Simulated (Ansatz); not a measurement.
## Which is lower?

Two relaxed structures of CH3BSe, singlet (PBE0-D4/def2-TZVP; forces vanish, vibrations not checked).

A:

| atom | x (Å) | y (Å) | z (Å) |
| --- | --- | --- | --- |
| B1 | -1.0638 | 0.3989 | -0.1252 |
| C2 | 0.2214 | 0.1926 | -0.5735 |
| Se3 | 1.6083 | -0.7073 | 0.3807 |
| H4 | -2.1560 | 0.5681 | 0.2709 |
| H5 | 0.5684 | 0.5386 | -1.5416 |
| H6 | 0.8217 | -0.9910 | 1.5887 |

B:

| atom | x (Å) | y (Å) | z (Å) |
| --- | --- | --- | --- |
| B1 | -0.9665 | 0.1691 | -0.0872 |
| C2 | 0.2127 | 0.4039 | -0.7513 |
| Se3 | 0.6597 | -1.1263 | 0.3684 |
| H4 | -2.0686 | 0.1778 | 0.3256 |
| H5 | 0.9196 | 0.8442 | -1.4279 |
| H6 | 1.2430 | -0.4687 | 1.5723 |

Computed with Ansatz 0.2.0 (basis: def2-TZVPP); correlated methods freeze the cores. Filled d shells of the heavier atoms are correlated. The def2 sets are not built for correlating such inner shells, so the correlated values are less sure here. B3LYP uses VWN-RPA correlation.

(1) Which structure is lower at CCSD(T), and by how much? (To be estimated.)

The T1 diagnostic stays at or below 0.012.

Answers

(1) By the calculation: B, by 12.28 kcal/mol (electronic energy, against the other). By their contacts, A is CH₃BSe ([BH][CH][SeH]) and B is CH₃BSe ([BH]1[CH][SeH]1).

All methods give the same order:

| method | E(B) − E(A) (kcal/mol) |
| --- | --- |
| PBE-D4 | -14.11 |
| r2SCAN-D4 | -13.34 |
| PBE0-D4 | -13.60 |
| B3LYP-D4 | -9.88 |
| wB97M-V | -11.89 |
| HF | -5.13 |
| MP2 | -14.45 |
| CCSD | -10.84 |
| CCSD(T) | -12.28 |

Labels in which every atom is bracketed show which atoms are joined, not bond orders.

For scale, one of the runs: CCSD(T)/def2-TZVPP, 152 basis functions, launched by `ansatz run in.yaml --threads 2 --pin off --events-out ev --progress --plain --max-ram 4352MiB`. Time: 28 s of wall clock on 2 CPU threads of an Arm Neoverse V2; the host was shared. Peak host memory: 1 GiB.
